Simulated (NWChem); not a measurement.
The numbers come from NWChem runs, not from measurements. System: CH$_{3}$Li, charge 0, spin multiplicity 1, at a geometry optimised with PBE0/def2-SVP. The structure started from a generated list of species. Level: MP2/def2-TZVP, 1 core orbitals frozen.

Input file:

```
start mol
memory heap 200 mb stack 900 mb global 1100 mb
geometry units angstroms nocenter noautoz
  Li     0.928723    -1.290739     0.000000
  C     -0.223106     0.310075     0.000000
  H     -0.894857     0.373886     0.879879
  H     -0.894857     0.373886    -0.879879
  H      0.342180     1.263994     0.000000
  symmetry group Cs
end
basis spherical
  * library def2-tzvp
end
scf
  rhf
  nopen 0
  maxiter 100
  thresh 1e-7
  semidirect memsize 60000000 filesize 0
end
mp2
  freeze core 1
end
task mp2 energy
```

Output (cleaned and shortened):

```
             Northwest Computational Chemistry Package (NWChem) 7.3.0
             --------------------------------------------------------

                                NWChem Input Module
                                -------------------

 Scaling coordinates for geometry "geometry" by  1.889725989
 (inverse scale =  0.529177249)

 Turning off AUTOSYM since
 SYMMETRY directive was detected!

                             Geometry "geometry" -> ""
                             -------------------------

 Output coordinates in angstroms (scale by  1.889725989 to convert to a.u.)

  No.       Tag          Charge          X              Y              Z
 ---- ---------------- ---------- -------------- -------------- --------------
    1 Li                   3.0000     0.92872300    -1.29073900     0.00000000
    2 C                    6.0000    -0.22310600     0.31007500     0.00000000
    3 H                    1.0000    -0.89485700     0.37388600     0.87987900
    4 H                    1.0000    -0.89485700     0.37388600    -0.87987900
    5 H                    1.0000     0.34218000     1.26399400     0.00000000

 Effective nuclear repulsion energy (a.u.)      16.1392696152

            Nuclear Dipole moment (a.u.)
            ----------------------------
        X                 Y               Z
 ---------------- ---------------- ----------------
    -0.0000018897    -0.0000018897     0.0000000000

      Symmetry information
      --------------------

 Group name             Cs
 Group number              2
 Group order               2
 No. of unique centers     4

      Symmetry unique atoms

     1    2    3    5


 Summary of "ao basis" -> "" (spherical)
 ------------------------------------------------------------------------------
       Tag                 Description            Shells   Functions and Types
 ---------------- ------------------------------  ------  ---------------------
 *                         def2-tzvp                  on all atoms

 Summary of "ao basis" -> "ao basis" (spherical)
 ------------------------------------------------------------------------------
       Tag                 Description            Shells   Functions and Types
 ---------------- ------------------------------  ------  ---------------------
 Li                        def2-tzvp                 8       14   5s3p
 C                         def2-tzvp                11       31   5s3p2d1f
 H                         def2-tzvp                 4        6   3s1p

                                 NWChem SCF Module
                                 -----------------

  ao basis        = "ao basis"
  functions       =    63
  atoms           =     5
  closed shells   =     6
  open shells     =     0
  charge          =   0.00
  wavefunction    = RHF
  use symmetry    = T
  symmetry adapt  = T

 Summary of "ao basis" -> "ao basis" (spherical)
 ------------------------------------------------------------------------------
       Tag                 Description            Shells   Functions and Types
 ---------------- ------------------------------  ------  ---------------------
 Li                        def2-tzvp                 8       14   5s3p
 C                         def2-tzvp                11       31   5s3p2d1f
 H                         def2-tzvp                 4        6   3s1p

      Symmetry analysis of basis
      --------------------------

        a'         43
        a"         20

 Forming initial guess at       0.0s

      Superposition of Atomic Density Guess
      -------------------------------------

 Sum of atomic energies:         -46.60340740

      Non-variational initial energy
      ------------------------------

 Total energy =     -47.008917
 1-e energy   =     -92.974131
 2-e energy   =      29.825944
 HOMO         =      -0.307028
 LUMO         =      -0.046856

      Symmetry analysis of molecular orbitals - initial
      -------------------------------------------------

  Numbering of irreducible representations:

     1 a'          2 a"

  Orbital symmetries:

     1 a'          2 a'          3 a'          4 a"          5 a'
     6 a'          7 a'          8 a'          9 a"         10 a'
    11 a'         12 a'         13 a"         14 a'         15 a"
    16 a'

 Starting SCF solution at       0.1s

 ----------------------------------------------
         Quadratically convergent ROHF

 Convergence threshold     :          1.000E-07
 Maximum no. of iterations :          100
 Final Fock-matrix accuracy:          1.000E-09
 ----------------------------------------------

              iter       energy          gnorm     gmax       time
             ----- ------------------- --------- --------- --------
                 1      -46.9965400403  7.33D-01  2.15D-01      0.1
                 2      -47.0326162626  1.60D-01  3.90D-02      0.2
                 3      -47.0353443711  1.14D-02  3.53D-03      0.2
                 4      -47.0353702839  8.31D-05  3.81D-05      0.2
                 5      -47.0353702861  9.24D-09  3.59D-09      0.3

       Final RHF  results
       ------------------

         Total SCF energy =    -47.035370286132
      One-electron energy =    -95.259158274871
      Two-electron energy =     32.084518373561
 Nuclear repulsion energy =     16.139269615178

        Time for solution =      0.2s

       Symmetry analysis of molecular orbitals - final
       -----------------------------------------------

  Numbering of irreducible representations:

     1 a'          2 a"

  Orbital symmetries:

     1 a'          2 a'          3 a'          4 a"          5 a'
     6 a'          7 a'          8 a'          9 a"         10 a'
    11 a'         12 a"         13 a'         14 a'         15 a"
    16 a'

             Final eigenvalues
             -----------------

              1
    1  -11.1154
    2   -2.4286
    3   -0.8188
    4   -0.4469
    5   -0.4469
    6   -0.2884
    7    0.0075
    8    0.0956
    9    0.0956
   10    0.1193
   11    0.1926
   12    0.2762
   13    0.2762
   14    0.2774
   15    0.4044
   16    0.4044

                       ROHF Final Molecular Orbital Analysis
                       -------------------------------------

 Vector    4  Occ=2.000000D+00  E=-4.469497D-01  Symmetry=a"
              MO Center= -5.6D-01,  3.4D-01, -1.8D-16, r^2= 1.4D+00
   Bfn.  Coefficient  Atom+Function         Bfn.  Coefficient  Atom+Function
  ----- ------------  ---------------      ----- ------------  ---------------
    22      0.289243  2 C  pz                25      0.247878  2 C  pz
    47      0.213136  3 H  s                 53     -0.213136  4 H  s

 Vector    5  Occ=2.000000D+00  E=-4.469488D-01  Symmetry=a'
              MO Center= -1.4D-01,  6.4D-01,  1.9D-18, r^2= 1.4D+00
   Bfn.  Coefficient  Atom+Function         Bfn.  Coefficient  Atom+Function
  ----- ------------  ---------------      ----- ------------  ---------------
    59      0.246109  5 H  s                 20      0.234781  2 C  px
    23      0.201204  2 C  px                21      0.168937  2 C  py
    58      0.162279  5 H  s

 Vector    6  Occ=2.000000D+00  E=-2.883577D-01  Symmetry=a'
              MO Center= -2.3D-02,  3.2D-02,  1.5D-15, r^2= 1.6D+00
   Bfn.  Coefficient  Atom+Function         Bfn.  Coefficient  Atom+Function
  ----- ------------  ---------------      ----- ------------  ---------------
    19      0.318145  2 C  s                 24     -0.270574  2 C  py
    21     -0.259402  2 C  py                27     -0.232012  2 C  py
    23      0.194691  2 C  px                20      0.186653  2 C  px
    26      0.166943  2 C  px

 Vector    7  Occ=0.000000D+00  E= 7.519389D-03  Symmetry=a'
              MO Center=  1.6D+00, -2.2D+00, -6.1D-18, r^2= 6.6D+00
   Bfn.  Coefficient  Atom+Function         Bfn.  Coefficient  Atom+Function
  ----- ------------  ---------------      ----- ------------  ---------------
     5      1.062869  1 Li s                 19      0.436172  2 C  s
    10     -0.433200  1 Li py                 4     -0.324933  1 Li s
     9      0.311696  1 Li px                18     -0.177506  2 C  s

 Vector    8  Occ=0.000000D+00  E= 9.559226D-02  Symmetry=a'
              MO Center=  1.1D+00, -1.5D+00, -1.3D-18, r^2= 5.8D+00
   Bfn.  Coefficient  Atom+Function         Bfn.  Coefficient  Atom+Function
  ----- ------------  ---------------      ----- ------------  ---------------
     9      0.910879  1 Li px                10      0.655389  1 Li py
    26     -0.352863  2 C  px                27     -0.253904  2 C  py

 Vector    9  Occ=0.000000D+00  E= 9.559238D-02  Symmetry=a"
              MO Center=  1.1D+00, -1.5D+00,  5.2D-16, r^2= 5.8D+00
   Bfn.  Coefficient  Atom+Function         Bfn.  Coefficient  Atom+Function
  ----- ------------  ---------------      ----- ------------  ---------------
    11      1.122156  1 Li pz                28     -0.434716  2 C  pz

 center of mass
 --------------
 x =   0.20404962 y =  -0.28358713 z =   0.00000000

 moments of inertia (a.u.)
 ------------------
          56.417707480898          32.574768358643           0.000000000000
          32.574768358643          34.583610503183           0.000000000000
           0.000000000000           0.000000000000          79.856096711645

  Mulliken analysis of the total density
  --------------------------------------

    Atom       Charge   Shell Charges
 -----------   ------   -------------------------------------------------------
    1 Li   3     2.23   0.36  1.30  0.33  0.11  0.04  0.06  0.03  0.00
    2 C    6     7.05   0.85  1.12  0.47  0.68  0.32  1.20  1.52  0.85  0.01  0.03  0.00
    3 H    1     0.91   0.26  0.49  0.14  0.02
    4 H    1     0.91   0.26  0.49  0.14  0.02
    5 H    1     0.91   0.26  0.49  0.14  0.02

       Multipole analysis of the density wrt the origin
       ------------------------------------------------

     L   x y z        total         open         nuclear
     -   - - -        -----         ----         -------
     0   0 0 0     -0.000000      0.000000     12.000000

     1   1 0 0      1.384306      0.000000     -0.000002
     1   0 1 0     -1.923928      0.000000     -0.000002
     1   0 0 1     -0.000000      0.000000      0.000000

     2   2 0 0     -6.013974      0.000000     16.444259
     2   1 1 0     -3.693500      0.000000    -15.169632
     2   1 0 1      0.000000      0.000000      0.000000
     2   0 2 0     -3.538256      0.000000     26.612153
     2   0 1 1     -0.000000      0.000000      0.000000
     2   0 0 2     -8.671521      0.000000      5.529344

                   NWChem MP2 Semi-direct Energy/Gradient Module
                   ---------------------------------------------

  Basis functions       =     63
  Molecular orbitals    =     63
  Frozen core           =      1
  Frozen virtuals       =      0
  Active alpha occupied =      5
  Active beta occupied  =      5
  Active alpha virtual  =     57
  Active beta virtual   =     57
  Use MO symmetry       = T
  Use skeleton AO sym   = T

  AO/Fock/Back tols     =   1.0D-09  1.0D-09  1.0D-09

 GA uses MA = F    GA memory limited = T

 Available:
  local mem=  1.26D+08
 global mem=  1.44D+08
 local disk=  0.00D+00
  mp2_memr nvloc                    57
  nvloc new                    57
   1 passes of   5:        4194304                      22341                   1952613.
   1 passes of   5: M    126153072           G      144171262           F     121958768.

 Semi-direct pass number   1 of   1  for RHF alpha+beta  at        0.3s
  vrange nnbf                  2008
  mp2_eaftype                    10  avail_ma_in_mb                  1099
 EAF : mp2_eaftype filesize          10     976307.
  mp2_eaf for mointskh                     10
Node 0 wrote      4.6 Mb in      0.0 s     Agg I/O rate:  2027.9 Mb/s
 Done moints_semi at        0.7s
  mp2_eaftype                    10  avail_ma_in_mb                  1089
 EAF : mp2_eaftype filesize          10     976307.
  mp2_eaf for kh                    10
 Done maket at        0.7s
 Done multipass loop at        0.7s

          -------------------------------------------
          SCF energy                 -47.035370286132
          Correlation energy          -0.228033950262
          Singlet pairs               -0.165551140243
          Triplet pairs               -0.062482810018
          Total MP2 energy           -47.263404236393
          -------------------------------------------

          ---------------------------------------------------
                    Spin Component Scaled (SCS) MP2
          Same spin pairs                     -0.041655206679
          Same spin scaling factor             0.333333333333
          Opposite spin pairs                 -0.186378743583
          Opposite spin scaling fact.          1.200000000000
          SCS-MP2 correlation energy          -0.237539561192
          Total SCS-MP2 energy               -47.272909847324
          ---------------------------------------------------

 -----------------------
 Performance information
 -----------------------

 Timer overhead =  9.76D-08 seconds/call

               Nr. of calls         CPU time (s)                 Wall time (s)                GFlops
             ---------------    -------------------     ------------------------------   -------------------
Name         Min   Avg   Max    Min     Avg     Max     Min     Avg     Max   Mx/calls   Min     Max     Sum
mp2: moin     1     1     1   0.34    0.34    0.34     0.34    0.34    0.34    0.34      0.0     0.0     0.0
mp2: make     1     1     1   2.11E-2 2.11E-2 2.11E-2  2.11E-2 2.11E-2 2.11E-2 2.11E-2   0.0     0.0     0.0
mp2: tota     1     1     1   0.38    0.38    0.38     0.38    0.38    0.38    0.38      0.0     0.0     0.0

 The average no. of pstat calls per process was 3.00D+00
 with a timing overhead of 2.93D-07s

 Task  times  cpu:        0.7s     wall:        0.7s

 Total times  cpu:        0.7s     wall:        0.7s
```
